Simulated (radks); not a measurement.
Results of a calculation; reference values are marked as such.
Species: Cu IV. Configuration: [Ne] 3s2 3p4 3d8 4s2 (not the ground configuration). Code: a radial shooting solver on a logarithmic mesh with Libxc functionals. Model: non-relativistic Kohn-Sham, PBE, spin-unpolarised, spherical densities, point nucleus.

Local quantities along the radius. ELF = 1/(1 + alpha^2) is the electron localisation function; alpha = (tau - tau_W)/tau_unif compares the Pauli kinetic energy density with that of the uniform gas.

```
   r/bohr * ELF (the largest magnitude, 1, reaches the edge; | marks zero)
 0.003761 |                                                      *
 0.004897 |                                                      *
 0.006326 |                                                      *
 0.008237 |                                                      *
  0.01064 |                                                      *
  0.01385 |                                                      *
   0.0179 |                                                      *
   0.0233 |                                                      *
   0.0301 |                                                     *
   0.0392 |                                                  *
  0.05063 |                                        *
  0.06593 |                     *
  0.08517 |              *
   0.1109 |                       *
   0.1433 |                                      *
   0.1865 |                                            *
    0.241 |                                     *
   0.3138 |               *
   0.4053 |             *
   0.5236 |                              *
   0.6817 |                                      *
   0.8806 |                                *
    1.147 |                *
    1.481 |         *
    1.929 |                      *
    2.491 |                                           *
    3.244 |                                                  *
    4.191 |                                                  *
    5.457 |                                             *
```

On this mesh the ELF has minima near r = 0.085, 0.36, 1.5 bohr, which separate the shells, and maxima near 0.19 (0.81), 0.68 (0.71), 3.7 (0.93).

Self-consistent cycle (total energy in hartree, residual of the potential): 1: -1627.333286, 6e+00; 2: -1630.143068, 3e+00; 3: -1631.151936, 4e-01; 4: -1631.155198, 4e-01; 5: -1631.173863, 5e-02; 6: -1631.174238, 1e-02; 7: -1631.174262, 3e-03; 8: -1631.174264, 2e-04; 9: -1631.174264, 2e-05; 10: -1631.174264, 6e-06; 11: -1631.174264, 3e-06; 12: -1631.174264, 9e-07; 13: -1631.174264, 1e-09.
